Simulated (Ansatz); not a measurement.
Input file for Ansatz (a first-principles code): U-PBE0/def2-TZVPP on HNiO (SMILES [OH][Ni]), 2S+1 = 4, a spin state set in the input, which need not be the lowest.

Ansatz 0.2 input:
```yaml
crystal:
  periodic: [false, false, false]
  atoms:
    - {symbol: Ni, position_ang: [-0.91016618, -0.70002632, -0.80311372]}
    - {symbol: O, position_ang: [0.39028444, -0.09551408, 0.26541714]}
    - {symbol: H, position_ang: [0.48681303, 0.84291200, 0.46747695]}
basis:
  gaussian:
    orbitals: def2-TZVPP
hamiltonian:
  xc: {name: PBE0}
magnetization: {spin_polarized: true, initial_magnetization: 3}
output: {forces: true}
```

Output:

```
WARN ansatz: RAYON_NUM_THREADS=1 ignored (pool sized by the plan → 1); use --threads N
Functional definition: PBE0
integrals: 0.03 GiB planned
770 factors; their error is unknown
mean field: 0.41 GiB planned
mean field evaluation 1: about -43092.7544 eV, gradient 3.9e1 eV
mean field evaluation 2: about -43071.6049 eV, gradient 8.1e1 eV
mean field evaluation 4: about -43097.5343 eV, gradient 4.9e0 eV
mean field evaluation 8: about -43097.8119 eV, gradient 6.5e-1 eV
mean field evaluation 16: about -43097.8610 eV, gradient 8.2e-2 eV
mean field evaluation 32: about -43097.9776 eV, gradient 8.0e-5 eV
mean field -43097.97757125 eV, -1583.8214628849 hartree, gradient 9.1e-7 eV, S^2 3.754338; 4 other end points of the search recorded, 0 dependent functions left out
the calculation of the forces begins
reference -43097.97760208 eV, -1583.8214640179 hartree; 20, 17 occupied and 89, 92 virtual orbitals, 770 factors
Total energy: -43097.97760208 eV, -1583.8214640179 hartree
Atom 0 at    -0.910166    -0.700026    -0.803114 Å, force     0.227998     0.121742     0.189502 eV/Å
Atom 1 at     0.390284    -0.095514     0.265417 Å, force    -0.175983     0.171641    -0.109783 eV/Å
Atom 2 at     0.486813     0.842912     0.467477 Å, force    -0.052014    -0.293383    -0.079718 eV/Å
Dipole moment:    -0.163142     0.199201    -0.096266 e Å
```

The run converged.

Cost: around 9 core-seconds (rough).
